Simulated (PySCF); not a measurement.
PySCF input for C2H8BNO, SMILES CN(C)BO, TDDFT-PBE0/def2-SVPD. The structure is a stationary point at TPSSh-D3(BJ)/def2-SVP. This is a generated structure with no PubChem entry under its InChIKey; it may be hypothetical. Other conformers were not sampled.

```python
import numpy as np
from pyscf import gto, scf, dft, tdscf

mol = gto.M(
    atom='''
    B     0.74106038    0.84292159    0.00000000
    H     1.94641517    0.83354382    0.00000000
    O     0.13710373    2.07503864   -0.00000000
    H    -0.83015637    2.04065261    0.00000000
    N     0.04930086   -0.39637552   -0.00000000
    C    -1.39130555   -0.53875523    0.00000000
    C     0.76408218   -1.65918143   -0.00000000
    H    -1.74455982   -1.08790833   -0.89269745
    H    -1.74455983   -1.08790833    0.89269745
    H    -1.88472683    0.44525841    0.00000000
    H     0.51423751   -2.26377863    0.89233094
    H     0.51423751   -2.26377863   -0.89233094
    H     1.84521512   -1.46874933    0.00000001
    ''',
    basis='def2-SVPD',
    charge=0,
    spin=0,
    symmetry=True,
    max_memory=1600,
    verbose=4,
)
mf = dft.RKS(mol, xc='pbe0').density_fit(auxbasis='def2-universal-jkfit')
mf.grids.level = 3
mf.conv_tol = 1e-9
mf.max_cycle = 100
mf.kernel()
mf.grids = dft.Grids(mol).set(level=1).build(with_non0tab=True)  # coarser grid for the response kernel
td = tdscf.TDDFT(mf)
td.singlet = True
td.nstates = 10
td.conv_tol = 1e-4
td.positive_eig_threshold = 1e-6
td.kernel(x0=td.get_init_guess(mf, 15))
td.analyze()
tt = tdscf.TDA(mf)
tt.singlet = False
tt.nstates = 4
tt.conv_tol = 1e-4
tt.positive_eig_threshold = 1e-6
tt.kernel(x0=tt.get_init_guess(mf, 9))
tt.analyze(verbose=3)
```

Log of the run:

```
PySCF version 2.14.0

[INPUT] verbose = 4
[INPUT] num. atoms = 13
[INPUT] num. electrons = 40
[INPUT] charge = 0
[INPUT] spin (= nelec alpha-beta = 2S) = 0
[INPUT] symmetry True subgroup None
[INPUT] Mole.unit = angstrom
[INPUT] Symbol           X                Y                Z      unit          X                Y                Z       unit  Magmom
[INPUT]  1 B      0.741060380000   0.842921590000   0.000000000000 AA    1.400401159966   1.592890949583   0.000000000000 Bohr   0.0
[INPUT]  2 H      1.946415170000   0.833543820000   0.000000000000 AA    3.678191595999   1.575169532624   0.000000000000 Bohr   0.0
[INPUT]  3 O      0.137103730000   2.075038640000   0.000000000000 AA    0.259088500356   3.921254727490   0.000000000000 Bohr   0.0
[INPUT]  4 H     -0.830156370000   2.040652610000   0.000000000000 AA   -1.568768179863   3.856274548279   0.000000000000 Bohr   0.0
[INPUT]  5 N      0.049300860000  -0.396375520000   0.000000000000 AA    0.093165123106  -0.749041175282   0.000000000000 Bohr   0.0
[INPUT]  6 C     -1.391305550000  -0.538755230000   0.000000000000 AA   -2.629186445087  -1.018099832877   0.000000000000 Bohr   0.0
[INPUT]  7 C      0.764082180000  -1.659181430000   0.000000000000 AA    1.443906056861  -3.135398493664   0.000000000000 Bohr   0.0
[INPUT]  8 H     -1.744559820000  -1.087908330000  -0.892697450000 AA   -3.296740267721  -2.055848792333  -1.686953692598 Bohr   0.0
[INPUT]  9 H     -1.744559830000  -1.087908330000   0.892697450000 AA   -3.296740286618  -2.055848792333   1.686953692598 Bohr   0.0
[INPUT] 10 H     -1.884726830000   0.445258410000   0.000000000000 AA   -3.561617528320   0.841416449559   0.000000000000 Bohr   0.0
[INPUT] 11 H      0.514237510000  -2.263778630000   0.892330940000 AA    0.971768056878  -4.277921617343   1.686261089076 Bohr   0.0
[INPUT] 12 H      0.514237510000  -2.263778630000  -0.892330940000 AA    0.971768056878  -4.277921617343  -1.686261089076 Bohr   0.0
[INPUT] 13 H      1.845215120000  -1.468749330000   0.000000010000 AA    3.486951217706  -2.775533979338   0.000000018897 Bohr   0.0

nuclear repulsion = 175.293203093691
point group symmetry = Cs
symmetry origin: [0.00000000e+00 2.83458910e-09 4.72431531e-10]
symmetry axis x: [1.00000000e+00 1.32399446e-09 2.89564811e-10]
symmetry axis y: [ 1.32399446e-09 -1.00000000e+00  1.98473765e-10]
symmetry axis z: [-2.89564811e-10  1.98473775e-10  1.00000000e+00]
num. orbitals of irrep A' = 112
num. orbitals of irrep A" = 55
number of shells = 73
number of NR pGTOs = 233
number of NR cGTOs = 167
basis = def2-SVPD
ecp = {}


******** <class 'pyscf.df.df_jk.DFSymAdaptedRKS'> ********
method = DFSymAdaptedRKS
initial guess = minao
damping factor = 0
level_shift factor = 0
DIIS = <class 'pyscf.scf.diis.CDIIS'>
diis_start_cycle = 1
diis_space = 8
diis_damp = 0
SCF conv_tol = 1e-09
SCF conv_tol_grad = None
SCF max_cycles = 100
direct_scf = False
XC library pyscf.dft.libxc version 7.1.2
    S. Lehtola, C. Steigemann, M. J. T. Oliveira, and M. A. L. Marques,  SoftwareX 7, 1–5 (2018)
XC functionals = pbe0
    C. Adamo and V. Barone,  J. Chem. Phys. 110, 6158 (1999)
    M. Ernzerhof and G. E. Scuseria,  J. Chem. Phys. 110, 5029 (1999)
radial grids:
    Treutler-Ahlrichs [JCP 102, 346 (1995); DOI:10.1063/1.469408] (M4) radial grids

becke partition: Becke, JCP 88, 2547 (1988); DOI:10.1063/1.454033
pruning grids: <function nwchem_prune>
grids dens level: 3
symmetrized grids: True
atomic radii adjust function: <function treutler_atomic_radii_adjust>
small_rho_cutoff = 0
Freeze 0 electrons in irreps []
    40 free electrons in irreps A' A"
Set gradient conv threshold to 3.16228e-05
Initial guess from minao.
tot grids = 148736
******** <class 'pyscf.df.df.DF'> ********
auxbasis = def2-universal-jkfit
init E= -235.776812109704
HOMO (A") = -0.286107405315113  LUMO (A") = -0.0335936018104437  gap/eV = 6.87125
cycle= 1 E= -235.418711022621  delta_E= 0.358  |g|= 0.616  |ddm|= 4.77
HOMO (A") = -0.183462377221944  LUMO (A') = 0.0154908330609773  gap/eV = 5.41379
cycle= 2 E= -235.322196846576  delta_E= 0.0965  |g|= 0.947  |ddm|= 1.36
HOMO (A") = -0.245771287662396  LUMO (A') = 0.00760290721666435  gap/eV = 6.89466
cycle= 3 E= -235.495296691156  delta_E= -0.173  |g|= 0.0893  |ddm|= 0.756
HOMO (A") = -0.261824453955437  LUMO (A') = 0.00816175663596264  gap/eV = 7.34670
cycle= 4 E= -235.496745281737  delta_E= -0.00145  |g|= 0.0424  |ddm|= 0.121
HOMO (A") = -0.255064871280574  LUMO (A') = 0.00888262435439557  gap/eV = 7.18238
cycle= 5 E= -235.497130682737  delta_E= -0.000385  |g|= 0.0124  |ddm|= 0.0491
HOMO (A") = -0.255841168946617  LUMO (A') = 0.00877214795095327  gap/eV = 7.20050
cycle= 6 E= -235.497163926952  delta_E= -3.32e-05  |g|= 0.00215  |ddm|= 0.0149
HOMO (A") = -0.255878452141799  LUMO (A') = 0.00870844645097391  gap/eV = 7.19978
cycle= 7 E= -235.4971649106  delta_E= -9.84e-07  |g|= 0.000403  |ddm|= 0.00294
HOMO (A") = -0.255864848182567  LUMO (A') = 0.00871964889718679  gap/eV = 7.19971
cycle= 8 E= -235.497164947836  delta_E= -3.72e-08  |g|= 0.000136  |ddm|= 0.000765
HOMO (A") = -0.255854054629323  LUMO (A') = 0.00872267498374413  gap/eV = 7.19950
cycle= 9 E= -235.497164952623  delta_E= -4.79e-09  |g|= 2.08e-05  |ddm|= 0.000252
HOMO (A") = -0.255855839904671  LUMO (A') = 0.0087217780247224  gap/eV = 7.19952
cycle= 10 E= -235.497164952725  delta_E= -1.02e-10  |g|= 3.42e-06  |ddm|= 4.61e-05
HOMO (A") = -0.255855765896337  LUMO (A') = 0.0087220562454049  gap/eV = 7.19953
Extra cycle  E= -235.497164952726  delta_E= -6.82e-13  |g|= 4.12e-06  |ddm|= 1.15e-05
converged SCF energy = -235.497164952726
tot grids = 45616
Overwritten attributes  positive_eig_threshold  of <class 'pyscf.tdscf.rks.TDDFT'>


******** <class 'pyscf.tdscf.rks.TDDFT'> for <class 'pyscf.df.df_jk.DFSymAdaptedRKS'> ********
nstates = 10 singlet
deg_eia_thresh = 1.000e-03
wfnsym = None
conv_tol = 0.0001
eigh lindep = 1e-12
eigh level_shift = 0
eigh max_cycle = 100


Excitation energies (eV)
[6.00686351 6.85256011 7.13459463 7.4513159  7.71719828 7.99581268
 8.48815785 8.55508165 8.7441567  8.81304515]

** Singlet excitation energies and oscillator strengths **
Excited State   1:   A"      6.00686 eV    206.40 nm  f=0.0084
      20 -> 21        0.70337
Excited State   2:   A"      6.85256 eV    180.93 nm  f=0.0080
      20 -> 22        0.70037
Excited State   3:   A'      7.13459 eV    173.78 nm  f=0.2144
      20 -> 23        0.69771
Excited State   4:   A"      7.45132 eV    166.39 nm  f=0.0152
      20 -> 24        0.70150
Excited State   5:   A"      7.71720 eV    160.66 nm  f=0.0005
      20 -> 25       -0.68926
      20 -> 26        0.11930
Excited State   6:   A"      7.99581 eV    155.06 nm  f=0.0000
      20 -> 25        0.12192
      20 -> 26        0.68705
Excited State   7:   A'      8.48816 eV    146.07 nm  f=0.0096
      19 -> 21       -0.63750
      20 -> 27        0.26993
Excited State   8:   A'      8.55508 eV    144.92 nm  f=0.0006
      19 -> 21        0.25871
      20 -> 27        0.64232
Excited State   9:   A"      8.74416 eV    141.79 nm  f=0.0039
      20 -> 29       -0.31925
      20 -> 30       -0.62528
Excited State  10:   A"      8.81305 eV    140.68 nm  f=0.0006
      18 -> 21        0.24946
      19 -> 23       -0.58158
      20 -> 29        0.26109
      20 -> 30       -0.10181

** Transition electric dipole moments (AU) **
state          X           Y           Z        Dip. S.      Osc.
  1        -0.0000     -0.0000     -0.2385      0.0569      0.0084
  2        -0.0000      0.0000      0.2185      0.0477      0.0080
  3         0.5003      0.9882     -0.0000      1.2268      0.2144
  4        -0.0000     -0.0000     -0.2888      0.0834      0.0152
  5        -0.0000     -0.0000     -0.0517      0.0027      0.0005
  6        -0.0000     -0.0000     -0.0011      0.0000      0.0000
  7        -0.1959     -0.0877     -0.0000      0.0461      0.0096
  8        -0.0100     -0.0505      0.0000      0.0027      0.0006
  9         0.0000      0.0000      0.1354      0.0183      0.0039
 10         0.0000     -0.0000      0.0543      0.0030      0.0006

** Transition velocity dipole moments (imaginary part, AU) **
state          X           Y           Z        Dip. S.      Osc.
  1        -0.0000      0.0000     -0.0527      0.0028      0.0084
  2         0.0000     -0.0000      0.0548      0.0030      0.0080
  3         0.1310      0.2562      0.0000      0.0828      0.2105
  4        -0.0000     -0.0000     -0.0878      0.0077      0.0188
  5         0.0000      0.0000     -0.0216      0.0005      0.0011
  6         0.0000     -0.0000     -0.0066      0.0000      0.0001
  7        -0.0606     -0.0272      0.0000      0.0044      0.0094
  8        -0.0016     -0.0150     -0.0000      0.0002      0.0005
  9         0.0000      0.0000      0.0491      0.0024      0.0050
 10         0.0000      0.0000      0.0210      0.0004      0.0009

** Transition magnetic dipole moments (imaginary part, AU) **
state          X           Y           Z
  1        -0.1306      0.3576     -0.0000
  2         0.7488     -0.0107      0.0000
  3         0.0000     -0.0000     -0.3015
  4        -0.0965      0.0219     -0.0000
  5         0.1998     -0.3630     -0.0000
  6         0.2768     -0.1723     -0.0000
  7         0.0000     -0.0000     -0.6330
  8        -0.0000      0.0000      0.2189
  9         0.0677     -0.0262      0.0000
 10        -0.3560      1.0701      0.0000
Overwritten attributes  positive_eig_threshold  of <class 'pyscf.tdscf.rks.TDA'>


******** <class 'pyscf.tdscf.rks.TDA'> for <class 'pyscf.df.df_jk.DFSymAdaptedRKS'> ********
nstates = 4 triplet
deg_eia_thresh = 1.000e-03
wfnsym = None
conv_tol = 0.0001
eigh lindep = 1e-12
eigh level_shift = 0
eigh max_cycle = 100


Excitation energies (eV)
[5.84083683 5.90830711 6.73319482 7.37083377]

** Triplet excitation energies and oscillator strengths **
Excited State   1:   A'      5.84084 eV    212.27 nm  f=0.0000
Excited State   2:   A"      5.90831 eV    209.85 nm  f=0.0000
Excited State   3:   A"      6.73319 eV    184.14 nm  f=0.0000
Excited State   4:   A"      7.37083 eV    168.21 nm  f=0.0000
```

Self-consistency was reached.
